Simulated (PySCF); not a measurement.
BrHg (SMILES [Br][Hg+]), charge +1, singlet, geometry from GFN2-xTB (such geometries of metal compounds can be far from the true shape) (core potentials on Hg). Base run: M062X/def2-SVPD in PySCF.

Here is a job for PySCF.
```python
from pyscf import gto, scf, dft, solvent

mol = gto.M(
    atom='''
Hg   -0.00000000   -0.00000000   -0.70930791
Br    0.00000000    0.00000000    1.62127522
''',
    basis='def2-svpd',
    ecp={'Hg': 'def2-svpd'},
    charge=1,
    verbose=4,
)

mf = dft.RKS(mol)
mf.xc = 'm062x'
mf.kernel()
```

Variants of this job, named by their change:

| change | ΔE vs base (kJ/mol) | HOMO-LUMO gap (eV) |
|---|---|---|
| base | 0.00 | 5.26 |
| model = IEF-PCM; solvent = dichloromethane | -362.7 | 6.45 |
| model = SS(V)PE; solvent = tetrahydrofuran | -349.4 | 6.40 |
| model = IEF-PCM; solvent = tetrahydrofuran; lebedev_order = 41 | … | 6.40 |
| model = IEF-PCM; solvent = tetrahydrofuran; vdw_scale = 1.4 | -275.8 | 6.02 |
| model = C-PCM; solvent = tetrahydrofuran | -356.0 | 6.45 |
| model = COSMO; solvent = tetrahydrofuran | -331.0 | 6.34 |
| model = IEF-PCM; solvent = tetrahydrofuran | -351.7 | 6.40 |
| model = IEF-PCM; solvent = tetrahydrofuran; lebedev_order = 11 | -354.0 | 6.37 |
| model = IEF-PCM; solvent = tetrahydrofuran; vdw_scale = 1.0 | -508.2 | 6.98 |
| model = IEF-PCM; solvent = n-hexane | … | … |
| model = IEF-PCM; solvent = acetonitrile | … | … |

Task: Complete the blanks.

Result: 
- model = IEF-PCM; solvent = tetrahydrofuran; lebedev_order = 41, ΔE vs base (kJ/mol): -351.5
- model = IEF-PCM; solvent = n-hexane, ΔE vs base (kJ/mol): -177.7
- model = IEF-PCM; solvent = n-hexane, HOMO-LUMO gap (eV): 5.70
- model = IEF-PCM; solvent = acetonitrile, ΔE vs base (kJ/mol): -404.9
- model = IEF-PCM; solvent = acetonitrile, HOMO-LUMO gap (eV): 6.67

The base is the gas phase, so ΔE is the electrostatic part of solvation at a fixed geometry, without cavity and dispersion terms.
